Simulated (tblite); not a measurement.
Compound: C₇H₉S (doublet state).
Numbering: `[CH2:1]=[C:2][C:3]1=[CH:4][S:5][CH2:6][C@H:7]1[CH3:8]` (hydrogens: H9, H10 on C1; H11 on C4; H12, H13 on C6; H14 on C7; H15, H16, H17 on C8)
Bond orders are those of one Lewis drawing.

Computed with GFN2-xTB (tblite), gas phase: L-BFGS steps from a force-field or distance-geometry start until the largest atomic force falls under 0.01 eV/Å.

Step 27: E = -617.4129 eV
```
atom  x, y, z in Å  |  force x, y, z in eV/Å
C1      2.5104   -0.8692    0.8778    0.006  -0.032  -0.034
C2      1.9099    0.1305    0.2941   -0.032  -0.076   0.140
C3      0.6373    0.6218   -0.0108    0.025   0.035  -0.105
C4      0.4255    1.7504   -0.7095   -0.053   0.057   0.023
S5     -1.2420    2.2110   -0.8929    0.116   0.094  -0.200
C6     -1.7581    0.9252    0.2939    0.049  -0.284   0.064
C7     -0.6600   -0.1333    0.3220    0.294   0.055  -0.102
C8     -0.8224   -1.2135   -0.7586   -0.022  -0.017   0.011
H9      1.9773   -1.7443    1.2607    0.103   0.003  -0.040
H10     3.5841   -0.8970    0.9916   -0.043  -0.036   0.046
H11     1.1883    2.3795   -1.1385   -0.152  -0.028   0.070
H12    -2.7109    0.5048   -0.0098   -0.128   0.054  -0.103
H13    -1.8788    1.4266    1.2536    0.038  -0.054   0.093
H14    -0.5906   -0.6120    1.3034   -0.101   0.115  -0.009
H15    -0.5256   -0.8290   -1.7366   -0.065  -0.030   0.127
H16    -0.2027   -2.0762   -0.5213    0.083   0.098  -0.059
H17    -1.8485   -1.5632   -0.8293   -0.119   0.046   0.078
```

Step 28: E = -617.4229 eV
```
atom  x, y, z in Å  |  force x, y, z in eV/Å
C1      2.5340   -0.8708    0.8735   -0.009  -0.030  -0.039
C2      1.9110    0.1232    0.3058   -0.062  -0.035   0.171
C3      0.6367    0.6169    0.0130    0.006  -0.023  -0.175
C4      0.4359    1.7425   -0.6936   -0.052   0.049  -0.014
S5     -1.2208    2.2147   -0.9045   -0.010   0.009  -0.091
C6     -1.7688    0.9271    0.2777    0.066  -0.209   0.069
C7     -0.6690   -0.1313    0.3305    0.220   0.041  -0.068
C8     -0.8325   -1.2103   -0.7503   -0.021   0.004   0.002
H9      2.0195   -1.7573    1.2489    0.069  -0.055  -0.019
H10     3.6080   -0.8849    0.9776   -0.007  -0.023   0.044
H11     1.2029    2.3591   -1.1285   -0.085   0.017   0.070
H12    -2.7190    0.5094   -0.0447   -0.038   0.063  -0.114
H13    -1.9146    1.4301    1.2344    0.069  -0.049   0.051
H14    -0.6160   -0.6111    1.3121   -0.098   0.129   0.013
H15    -0.5764   -0.7975   -1.7282   -0.050  -0.104   0.101
H16    -0.1861   -2.0614   -0.5400    0.086   0.147  -0.074
H17    -1.8519   -1.5866   -0.7936   -0.084   0.069   0.074
```

Task: Estimate the geometry and energy of step 29. (The exact step hangs on the optimiser's Hessian estimate; all steps are aligned on step 28, rigid shifts and turns removed.)

Result: E = -617.4298 eV, largest force 0.183 eV/Å
```
atom  x, y, z in Å  |  force x, y, z in eV/Å
C1      2.5456   -0.8728    0.8708   -0.009  -0.032  -0.025
C2      1.9104    0.1186    0.3143   -0.056   0.018   0.149
C3      0.6377    0.6150    0.0221   -0.008  -0.061  -0.172
C4      0.4397    1.7402   -0.6853   -0.035   0.030  -0.040
S5     -1.2099    2.2167   -0.9131   -0.119  -0.076   0.017
C6     -1.7730    0.9243    0.2697    0.054  -0.071   0.023
C7     -0.6694   -0.1299    0.3327    0.065   0.005  -0.019
C8     -0.8378   -1.2092   -0.7459   -0.020   0.018   0.044
H9      2.0424   -1.7650    1.2426    0.034  -0.109  -0.006
H10     3.6192   -0.8801    0.9725    0.023  -0.005   0.039
H11     1.2068    2.3504   -1.1230   -0.007   0.072   0.050
H12    -2.7250    0.5139   -0.0635    0.052   0.051  -0.101
H13    -1.9296    1.4281    1.2256    0.088  -0.046   0.010
H14    -0.6302   -0.6072    1.3158   -0.063   0.120   0.023
H15    -0.6028   -0.7835   -1.7207   -0.034  -0.110   0.005
H16    -0.1764   -2.0514   -0.5508    0.086   0.126  -0.072
H17    -1.8546   -1.5961   -0.7738   -0.050   0.070   0.076
```

The energy changes by -0.0070 eV. The first-order estimate −F·Δx gives -0.0097 eV and the mean of the old and new forces, exact on a quadratic surface, -0.0070 eV. The step makes an angle of 75° with the force vector and moves no atom by more than 0.031 Å.

The cost below is that of the whole relaxation. The run took 0.64 s on one thread, Arm Neoverse V2 (aarch64), no GPU (shared host).
